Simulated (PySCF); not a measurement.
**Working with the constants of KCd⁺**

RHF-CCSD(T) constants of KCd⁺, ¹Σ⁺ (singlet), closed shell (K def2-SVP, Cd def2-SVP with ECP28; scalar-relativistic core potentials (PySCF 2.14); masses 38.9637 and 113.9034 u):

- ωe: 69.2 cm⁻¹
- ωexe: 0.696 cm⁻¹
- Be: 0.04169 cm⁻¹
- αe: 0.000428 cm⁻¹
- D (centrifugal): 6.05e-08 cm⁻¹
- De to K⁺ + Cd: 0.230 eV

Question: Give the vibrational terms G(v) and spacings up to v = 6.

Answer: G(v) = ωe(v+½) − ωexe(v+½)².

```
v  G(v) (cm⁻¹)  G(v) − G(v−1)  Bv (cm⁻¹)
0         34.4                   0.04148
1        102.2           67.8    0.04105
2        168.7           66.4    0.04062
3        233.7           65.0    0.04019
4        297.3           63.6    0.03976
5        359.5           62.2    0.03934
6        420.4           60.8    0.03891
```

Question: How well does the Morse estimate ωe²/(4ωexe) reproduce De, and what is D0?

Answer: It gives 0.213 eV, 93 % of the computed De. D0 = De − G(0) = 0.230 − 0.004 = 0.226 eV.

Correlated steps freeze 5 core orbitals. The bond is weak. Basis-set superposition, not corrected here, can be much of De in a small basis, most of all at correlated wavefunction levels. For an ion De counts to the pair picked by the measured ionisation energies or electron affinities, which need not be the lowest pair at this level.
